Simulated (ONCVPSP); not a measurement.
**zirconium (Zr), ONCV: configuration errors across variants**

- Element: Zr (Z = 40)
- Generator: ONCVPSP 4.0.1
- Type: optimised norm-conserving Vanderbilt (ONCV)
- Functional: LDA (Perdew-Zunger)
- Relativity: scalar-relativistic
- Frozen core: [Ar] 3d10
- Valence charge: 12
- Reference configuration: 4s2 4p6 4d2 (charge +2)
- Partial waves: 4s: rc 2.05 bohr, ncon 4, nbas 7, qcut 6.4 1/bohr, 3 projectors, debl 2.1 Ha; 4p: rc 2.20 bohr, ncon 4, nbas 9, qcut 5 1/bohr, 2 projectors, debl 0.4 Ha; 4d: rc 2.80 bohr, ncon 3, nbas 7, qcut 6.6 1/bohr, 1 projector
- Local potential: polynomial inside 1.35 bohr (lpopt 5, dvloc0 2 Ha)
- Core correction: Teter function, fcfact 5.5, rcfact 1.7

In the s channel the program set the typed energies aside and used -2.540, 0.050, 2.150 Ha. In the p channel the program set the typed energies aside and used -1.729, 0.250 Ha.

All-electron excitation energies from the reference (eV): (1) 4s2 4p6 4d2 5s2 -20.593; (2) 4s2 4p6 4d2 5s1 -13.241; (3) 4s2 4p6 4d1 22.820; (4) 4s2 4p6 4d1 5s2 -12.772.

Errors AE − PS in meV (a dash: test not solved or not reliable):

| change | (1) | (2) | (3) | (4) | bound ghosts | GHOST(+) flags above zero |
| --- | --- | --- | --- | --- | --- | --- |
| base | -4.5 | -1.2 | +14 | -2.8 | none | s |
| core correction Teter function, fcfact 1.7, rcfact 1.7 | -2.8 | -0.6 | +20 | +6.2 | none | s |
| core correction Teter function, fcfact 2.4, rcfact 1.7 | -3.2 | -0.7 | +19 | +4.1 | none | s |
| core correction Teter function, fcfact 3.8, rcfact 1.7 | -3.9 | -1.0 | +17 | +0.6 | none | s |
| core correction Teter function, fcfact 5.6, rcfact 1.7 | -4.5 | -1.2 | +14 | -3.0 | none | s |
| core correction Teter function, fcfact 6.5, rcfact 1.7 | -4.8 | -1.3 | +13 | -4.6 | none | s |
| core correction Teter function, fcfact 7.8, rcfact 1.7 | -5.1 | -1.4 | +12 | -6.7 | none | s |

(1) Give the same row for: core correction Teter function, fcfact 4.8, rcfact 1.7.

## Answers

(1) -4.3, -1.1, +15, -1.5; bound ghosts: none; GHOST(+) flags above zero: s.
